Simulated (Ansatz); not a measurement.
Coupled-cluster run, C2H8GeSi (`C=[CH][GeH2][SiH3]`).

```yaml
crystal:
  periodic: [false, false, false]
  atoms:
    - {symbol: C, position_ang: [-1.620774, 1.722109, 0.252625]}
    - {symbol: C, position_ang: [-0.377450, 1.301538, 0.451759]}
    - {symbol: Ge, position_ang: [0.081127, -0.554150, 0.791435]}
    - {symbol: Si, position_ang: [1.343427, -1.448059, -1.021602]}
    - {symbol: H, position_ang: [-2.470345, 1.045884, 0.288412]}
    - {symbol: H, position_ang: [-1.847178, 2.765115, 0.047717]}
    - {symbol: H, position_ang: [0.435461, 2.023335, 0.403978]}
    - {symbol: H, position_ang: [-1.228915, -1.343680, 0.977359]}
    - {symbol: H, position_ang: [0.908163, -0.659952, 2.088617]}
    - {symbol: H, position_ang: [2.564992, -0.627341, -1.241739]}
    - {symbol: H, position_ang: [0.530385, -1.431874, -2.266691]}
    - {symbol: H, position_ang: [1.758208, -2.848124, -0.737772]}
basis:
  gaussian: {orbitals: def2-TZVPP}
correlation: {method: ccsd_t}
```

```sh
$ ansatz run in.yaml --threads 4 --pin off --events-out ev --progress --plain --max-ram 10444MiB
```

Log, shortened:

```
Functional definition: HF
1550 factors; integrals over basis functions are off by at most 1.1e-3 eV
mean field evaluation 1: about -66520.6370 eV, gradient 2.9e1 eV
mean field evaluation 2: about -66520.8272 eV, gradient 2.9e1 eV
mean field evaluation 4: about -66523.7087 eV, gradient 3.8e0 eV
mean field evaluation 8: about -66523.7616 eV, gradient 2.2e-1 eV
mean field -66523.76187804 eV, -2444.7031575927 hartree, gradient 2.2e-6 eV, S^2 0.000000; 0 other end points of the search recorded, 0 dependent functions left out
16 core orbitals not correlated: weight in the atoms' cores, before any rotation towards them, 1.000 or more for the frozen orbitals, at most 0.000 for the correlated occupied ones
reference -66523.76187804 eV, -2444.7031575927 hartree; 17, 17 occupied and 231, 231 virtual orbitals, 1550 factors
second order -19.51988774 eV of doubles, -0.00000000 eV of singles
cycle   1  -20.14658857 eV  change   -6.3e-1 eV  update   1.1e-1
cycle   2  -20.83085108 eV  change   -6.8e-1 eV  update   3.4e-2
cycle   3  -20.91729447 eV  change   -8.6e-2 eV  update   1.5e-2
cycle   4  -20.91238519 eV  change    4.9e-3 eV  update   4.1e-3
cycle   5  -20.91271185 eV  change   -3.3e-4 eV  update   1.4e-3
cycle   6  -20.91250969 eV  change    2.0e-4 eV  update   3.6e-4
cycle   7  -20.91248461 eV  change    2.5e-5 eV  update   1.2e-4
cycle   8  -20.91251182 eV  change   -2.7e-5 eV  update   3.8e-5
perturbative correction -0.83948191 eV, -0.0308503913 hartree
Total energy: -66545.51387177 eV, -2445.5025286183 hartree
```

It took 2.1 min on 4 threads of an Intel Xeon Platinum 8259CL on a shared host, with 6.2 GiB of host memory at the peak.

The correlation energy is -21.752 eV, 3.9 % of it from (T); the T1 diagnostic reads 0.0120.
